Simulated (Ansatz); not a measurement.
Computed with Ansatz on PBE0-D4/def2-TZVP structures; ΔE is electronic, products minus reactants. CCSD(T)/CBS is the MP2 limit (def2-TZVPP, def2-QZVPP) plus CCSD(T) − MP2 in def2-TZVPP, frozen cores. This one scheme is used for every species, atoms too. Functionals use def2-TZVPP. B3LYP here is the variant with VWN-RPA as its local correlation; programs differ in this. HSE06 is defined as in plane-wave codes. No spin–orbit coupling; open shells (•) take unrestricted orbitals. Spin–orbit coupling would lower the free atoms: a little for F. Each species was taken in one conformer, which may not be the lowest.

Reaction (homolysis of the B–F bond): `COB(F)Cl` → `CO[B]Cl`• + F•

```tsv
level	ΔE (kJ/mol)	difference from CCSD(T)/CBS
LDA (SPW92)	804.5	92.8
PBE-D4	706.0	-5.7
BLYP-D4	694.8	-16.9
r2SCAN-D4	689.9	-21.8
B97M-V	706.4	-5.3
PBE0-D4	690.2	-21.5
B3LYP-D4	693.3	-18.4
r2SCANh-D4	684.0	-27.7
r2SCAN0-D4	675.5	-36.2
HSE06-D4	690.7	-21.0
BHLYP-D4	672.3	-39.4
CAM-B3LYP-D4	707.5	-4.2
ωB97X-V	707.8	-3.9
ωB97M-V	714.9	3.2
B2PLYP	698.6	-13.1
PBE-QIDH	697.5	-14.2
PBE	703.7	-8.0
revPBE	673.3	-38.4
BLYP	689.8	-21.9
r2SCAN	689.3	-22.4
PBE0	688.3	-23.4
B3LYP	689.7	-22.0
r2SCANh	683.4	-28.3
r2SCAN0	674.8	-36.9
HSE06	688.9	-22.8
CAM-B3LYP	705.6	-6.1
RPA@PBE/def2-TZVPP	651.0	-60.7
HF/def2-SVP	548.2	-163.5
MP2/def2-SVP	714.9	3.2
CCSD/def2-SVP	682.4	-29.3
CCSD(T)/def2-SVP	686.5	-25.2
MP2/def2-TZVPP	727.2	15.5
SCS-MP2/def2-TZVPP	712.7	1.0
CCSD/def2-TZVPP	688.1	-23.6
CCSD(T)/def2-TZVPP	697.1	-14.6
HF/def2-QZVPP	541.2	-170.5
MP2/def2-QZVPP	735.7	24.0
SCS-MP2/def2-QZVPP	722.1	10.4
MP2/CBS(def2)	741.8	30.1
CCSD/CBS(def2)	702.6	-9.1
CCSD(T)/CBS	711.7	0
```

What do rigid-rotor, harmonic-oscillator terms from PBE0-D4/def2-TZVP frequencies (298.15 K, 1 bar) make of the CCSD(T)/CBS value? (An estimate is asked.)

Computed: ΔZPE = -12.5 kJ/mol, ΔH = +703.1 kJ/mol, ΔS = 136 J/(mol·K), ΔG = +662.6 kJ/mol. Open shells count their whole term as degenerate. Modes under 50 cm⁻¹ make the entropy rough.

Largest T1 diagnostic among the species: 0.014.

From BLYP to BHLYP (50 % exact exchange), in def2-TZVPP and without D4, ΔE moves by −19.9 kJ/mol: exact exchange takes away binding that semilocal exchange gives to molecules. At CCSD(T), def2-SVP lies −25.2 kJ/mol from the extrapolated value and def2-TZVPP −14.6 kJ/mol: correlation converges slowly with the basis, and small sets miss more of it in the bonded molecule than in its fragments. In def2-TZVPP, CCSD(T) changes the Hartree–Fock value by +156.5 kJ/mol (the triples alone add +9.0 kJ/mol) and MP2 by +186.6 kJ/mol; breaking electron pairs costs correlation energy, which Hartree–Fock lacks.

CCSD(T)/CBS has its own doubt, a few kJ/mol and more with outer-core shells, so smaller differences from it don't rank the levels.
